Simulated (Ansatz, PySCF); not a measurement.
Gas-phase reaction in SMILES: OB(O)P → O[B]O + [PH2] (PH2) (the B-P bond at the site shown breaks; other sites are not compared here)
Geometries: B3LYP-D3(BJ)/def2-TZVP minima from Ansatz (a quantum-chemistry and plane-wave program), one conformer each, not searched for the lowest.
Geometry of the first species:
```xyz
8

O     -0.9983     1.3381     0.3178
B     -0.4900     0.0832     0.1146
O     -1.3400    -0.9763     0.1824
P      1.3505    -0.2649    -0.4092
H     -0.3561     2.0512     0.2737
H     -2.2486    -0.7129     0.3768
H      1.9496     0.6882     0.4541
H      1.5537    -1.3628     0.4590
```
Charge 0, spin multiplicity 1.

Property: bond dissociation energy (0 K, with B3LYP-D3(BJ) harmonic zero-point energies from PySCF), in kcal/mol. Valence correlation only, unless marked. Open shells are spin-unrestricted. Spin-orbit coupling is left out. No relativistic terms. Basis-set limits of correlation are two-point, X^-3; Hartree-Fock from the larger set. The bracket is a focal-point correction in the basis named.

RI-MP2/CBS(aug-cc-pV(T+d)Z,aug-cc-pV(Q+d)Z)+[CCSD(T)-MP2]/aug-cc-pV(T+d)Z (Ansatz) gives 87.0 kcal/mol.

Q: Another calculation gave 82.2 kcal/mol. Which level was it?
A) PBE-QIDH/def2-TZVPD (Ansatz)
B) revPBE/def2-TZVPD (Ansatz)
C) PBE/def2-TZVPD (Ansatz)
D) wB97X-V/def2-TZVPD (Ansatz)

A: C, PBE/def2-TZVPD (Ansatz). The others give 88.2 (wB97X-V), 77.2 (revPBE), 85.5 (PBE-QIDH) kcal/mol.
